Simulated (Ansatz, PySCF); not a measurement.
Molecule: sum formula H₈Si₃O₂, charge 0, multiplicity 1. 
Geometry from a B3LYP-D3(BJ)/def2-TZVP (Ansatz, an electronic-structure program) optimisation:
```xyz
13

Si     2.3798     0.0660    -0.5271
O      1.1879     0.5535     0.4892
Si    -0.1610     0.1495     1.3119
O     -1.2904    -0.4613     0.3064
Si    -2.1842    -0.2465    -1.0522
H      1.8508    -0.0383    -1.9058
H      2.9038    -1.2542    -0.1052
H      3.4646     1.0685    -0.4845
H      0.1540    -0.8955     2.3044
H     -0.6717     1.3788     1.9477
H     -2.7486     1.1232    -1.0824
H     -3.2811    -1.2368    -1.0471
H     -1.3350    -0.4491    -2.2477
```

PBE beside other levels, property by property. Cores are frozen in the correlated levels unless marked. Open shells are spin-unrestricted. No spin-orbit coupling. Non-relativistic. CBS marks a two-point X^-3 extrapolation of the correlation energy; Hartree-Fock from the larger set. Rows marked 298 K are enthalpies with B3LYP-D3(BJ) harmonic zero-point and thermal terms. Atomisation energies are electronic, to ground-state atoms; the column to compare with has the core term from cc-pwCVTZ added, other frozen-core levels have none. Frequencies are from Ansatz or PySCF. The coupled-cluster column (Ansatz) is a level with limits of its own: CCSD(T)/CBS(cc-pV(T+d)Z,cc-pV(Q+d)Z).

```csv
property,SVWN5/def2-TZVPD (Ansatz),wB97M-V/def2-TZVPD (Ansatz),RPA@PBE/cc-pV(Q+d)Z (Ansatz),coupled cluster
"proton affinity at O, enthalpy at 298 K, to [SiH3]O[SiH2][OH+][SiH3] (kcal/mol)",177.2,181.8,188.5,183.7
atomisation energy (kcal/mol),1187.2,1075.2,1027.7,1083.0
"H-Si bond dissociation enthalpy, 298 K, to [SiH2]O[SiH2]O[SiH3] + H atom (kcal/mol)",95.3,93.5,91.5,93.9
```

### Question
What does PBE/def2-TZVPD (Ansatz) give for each property, and on which side of coupled cluster does it fall?

### Answer

- proton affinity at O, enthalpy at 298 K, to [SiH3]O[SiH2][OH+][SiH3]: PBE lies 0.3 kcal/mol below coupled cluster; PBE gives 183.4 kcal/mol.
- atomisation energy: PBE lies 31.5 kcal/mol below coupled cluster; PBE gives 1051.5 kcal/mol.
- H-Si bond dissociation enthalpy, 298 K, to [SiH2]O[SiH2]O[SiH3] + H atom: PBE lies 7.4 kcal/mol below coupled cluster; PBE gives 86.5 kcal/mol.
